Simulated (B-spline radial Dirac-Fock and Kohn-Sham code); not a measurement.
**Kr: input and output of one calculation**

ΔSCF core binding energies without Breit or QED terms, calculated with a radial B-spline solver. Keys: rel is the Hamiltonian (dirac, or spin-free x2c and nr, where L3 and M5 stand for the whole 2p and 3d shells), method is hf or an exchange,correlation pair (spin-unpolarised, also for the hole states), nuc the nuclear model, radius_factor scales its radius, rmax is the box in bohr, h the logarithmic mesh step, order the B-spline order, points the quadrature points per cell, c_factor scales the speed of light, and damp, ndamp, maxit and tol steer the iteration. The run stops when the commutator error falls below 10·tol·max(1, Z/10), or the numerical noise floor, and the energy has settled to about 1e-8 Ha; the virial ratio is −V/T.

Input (task.json):

```json
{"items": [{"Z": 36, "q": 0, "cfg": [[1, 0, 2], [2, 0, 2], [2, 1, 6], [3, 0, 2], [3, 1, 6], [3, 2, 10], [4, 0, 2], [4, 1, 6]], "A": 84, "rrms": 4.1884, "do": "settings", "holes": ["K", "L3", "M5"],
  "settings": [{"rel": "dirac", "method": "hf", "nuc": "fermi", "radius_factor": 1.0, "rmax": 45.0, "h": 0.3, "order": 8, "points": 10, "c_factor": 1.0, "maxit": 60, "damp": 0.5, "ndamp": 3, "tol": 1e-08, "cfg": "1s2 2s2 2p6 3s2 3p6 3d10 4s2 4p7"}]}]}
```

Command: `python xray2_run.py task.json out`

The program stops without a result: overfilled shell.

Question: One setting is unsound. Which, and why?

Answer: cfg puts more electrons in a shell than it can hold. With the default settings (Dirac Hartree-Fock): The ground state converged in 11 iterations, with total energy -2788.86105 Ha, virial ratio 1.97342 and highest orbital energy -14.00 eV. ΔSCF binding energies: K (1s) 14359.0 eV, L3 (2p3/2) 1681.3 eV, M5 (3d5/2) 92.13 eV.
